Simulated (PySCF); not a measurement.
# Excitation energy of Si⁺ by level of theory

Si⁺ [Ne] 3s2 3p1 (2P) → Si⁺ [Ne] 3s1 3p2, s spin flipped, as a difference of total energies. Calculation: PySCF 2.14, in x2c-TZVPPall with one added diffuse shell each of s, p, d type (6s6p4d1f, 51 functions); the spin-free X2C one-electron Hamiltonian (Gaussian nucleus). Correlated levels: valence: [Ne] frozen. The calculations carry no spin-orbit coupling.

| method | excitation energy (eV) |
| --- | --- |
| UHF | 8.741 |
| MP2 (valence) | 8.085 |
| SCS-MP2 (valence) | 8.042 |

Q: How much does correlation contribute at MP2 (valence)?

A: 8.085 − (8.741) = -0.656 eV, measured against UHF.

The upper determinant mixes two multiplicities, so it lies between the two terms.

The coupled-cluster amplitudes are large for the upper state (T1 above 0.03 or a double amplitude above 0.15), so a single reference is strained.
